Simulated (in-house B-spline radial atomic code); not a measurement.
RPA and G0W0 on Hartree-Fock: the iodine ion I⁷⁺

Configuration [Kr] 4d10, mean-field start Hartree-Fock. Computed with an all-electron radial atomic-structure program (B-spline basis): all electrons, non-relativistic, point nucleus, each spin shell either full or empty, empty states to l = 9 with an (l + 1/2)⁻⁴ tail; G0W0 by contour deformation at full frequency.

Without relativity these are model numbers: it shifts the levels of so heavy an element strongly and can reorder them.

Command:
```bash
python run_gw.py task.json out
```
Settings (radii: box in bohr, nucleus in fm):
```
Z                        53
electrons                46
configuration            [Kr] 4d10
hamiltonian              nr
method                   hf
lmax                     9
spin_polarised           False
box_radius               8.41
intervals                51
```

Run time, properties included: 2.8 s on 1 thread of Arm Neoverse N1, with other jobs on the host.

Energies (hartree):

| term | value |
| --- | --- |
| mean-field total | -6907.02427 |
| Hartree-Fock functional on these orbitals | -6907.02427 |
| direct second order | -3.7017 |
| second-order exchange | 1.0285 |
| SOSEX correction | 0.97904 |

Question: What is the RPA correlation energy, and what remains with SOSEX?

Answer: RPA gives -3.3773 hartree (-2 eV per electron); RPA + SOSEX gives -2.3983, and the second-order doubles (MP2) -2.6732 hartree. RPA lacks exchange-type terms and so overcorrelates at short range.

Quasi-particle levels (eV):

```csv
level,occupied,mean field,Σx - vxc,Σc,QP weight,G0W0
4d,yes,-153.35,0.00,?,?,?
4p,yes,-237.25,0.00,7.18,0.884,-230.07
5s,no,-82.96,0.00,-1.67,0.990,-84.63
```

G0W0 = mean field + (Σx - vxc) + Σc, with Σc (partial-wave tail included) taken at the quasi-particle energy. Only the outer levels were computed. Levels of low weight are left out.

Question: Where does G0W0 put 4d?

Answer: At -153.59 eV, with Σc = -0.23 eV and a quasi-particle weight of 0.977. The tabulated removal energy is 150.81 ± 0.1 eV (NIST, measured); the calculation leaves out relativity, Breit and QED terms, and what these don't explain is the method's own error.
